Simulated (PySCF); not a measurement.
Write Cartesian coordinates for `[PH2][GeH2][PH2]` as optimised with PBE0-D3(BJ)/def2-SVP.

```
atom  x, y, z in Å
P1     1.9532   -0.0059   -0.3342
Ge2   -0.1383    1.0197   -0.2592
P3    -1.9233   -0.2897    0.4701
H4     1.4375   -1.2339   -0.8525
H5     1.8728   -0.4522    1.0213
H6    -0.4764    1.5261   -1.6752
H7    -0.0246    2.2387    0.6776
H8    -1.5920   -1.3736   -0.4004
H9    -1.1895   -0.8395    1.5663
```

Any rigid rotation of these coordinates is as good. Atoms count from 1 in this order. P1 (three-coordinate phosphorus) is pyramidal (angles 93.8°, 93.2° and 93.2°, sum 280.2°, 0.87 Å off the plane of its three neighbours). Ge2 (germanium bonded to 2 P and 2 H) is distorted tetrahedral (angles from 107.5° to 116.7°).

Bonds between heavy atoms (Å): P1–Ge2 2.331, Ge2–P3 2.331.

Method used: PBE0-D3(BJ)/def2-SVP geometry optimisation, gas phase in PySCF.

Point group: near C2v, missed by 0.24 Å at most; the miss may be what the optimiser left on a soft mode (C2 holds within 0.08 Å). No PBE0-D3(BJ)/def2-SVP frequencies stand behind this structure, so it isn't proved a minimum. The numbers are those of one conformer (H–P1–Ge2–P3 41° and -53°, P1–Ge2–P3–H -49° and 45°).
